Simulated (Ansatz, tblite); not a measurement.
Cost and result up the ladder for Sn(OH)H3 (SnOH₄) (6 atoms). Total charge 0; singlet. Geometry: PBE0-D4/def2-TZVP.

```
atom    x (Å)    y (Å)    z (Å)
 Sn1   0.0997   0.4383  -0.2074
  O2  -0.7617  -1.2569   0.3070
  H3  -0.2451  -1.7696   0.9325
  H4   1.6011   0.0820  -0.9423
  H5   0.3211   1.3823   1.2000
  H6  -1.0151   1.1239  -1.2899
```

Ansatz on 4 threads of Intel Xeon on a shared host; xTB runs through tblite on one thread. Times are rough, summed over both states, and most runs start from the orbitals of an earlier one. CCSD(T)/def2-TZVPP serves as the yardstick here, not as an exact answer. The other state is a doublet.

In the def2 sets Sn takes a core potential; there is no spin–orbit coupling. The xTB rows come from tblite. Correlated methods freeze 5 core orbitals; core or outer-core shells of Sn are correlated, in sets that lack core-valence functions.

Raw xTB energies of ions are shifted by several eV.

```tsv
level	functions	wall time	vertical IE (eV)	difference from CCSD(T)/def2-TZVPP (eV)
GFN2-xTB	17	0.016 s	15.08	4.29
GFN1-xTB	21	0.027 s	16.03	5.24
PBE-D4/def2-TZVP (with forces)	105	7.3 s	10.21	-0.59
r2SCAN-D4/def2-TZVP	105	11 s	10.34	-0.46
PBE0-D4/def2-TZVP	105	13 s	10.51	-0.29
CCSD(T)/def2-TZVPP	137	90 s	10.79	0.00
```
